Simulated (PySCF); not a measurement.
Al(I)2(Me) (CH₃AlI₂), SMILES [I][Al]([CH3])[I].

Geometry optimised at PBE0-D3(BJ)/def2-SVP. The structure was generated by enumeration; whether it is a known compound was not checked. The def2 effective core potentials stand for the cores of I; spin–orbit coupling is left out.

Method: PySCF with C-PCM-B3LYP/def2-SVP.

The values are the electrostatic part of the solvation free energy, E(continuum) − E(gas) at the gas-phase geometry, in a cavity of scaled van der Waals radii (PySCF's table); cavitation and dispersion terms are not included. A continuum can't describe solvent molecules that bind to the metal. In vacuum the orbital gap is 5.66 eV. The dipole moment in vacuum is 1.77 D.

```tsv
solvent	ε	ΔG(elec) (kcal/mol)	dipole (D)	gap (eV)
water	78.36	-4.7	2.55	6.15
acetonitrile	35.69	-4.6	2.53	6.14
1-octanol	9.86	-4.2	2.46	6.09
```
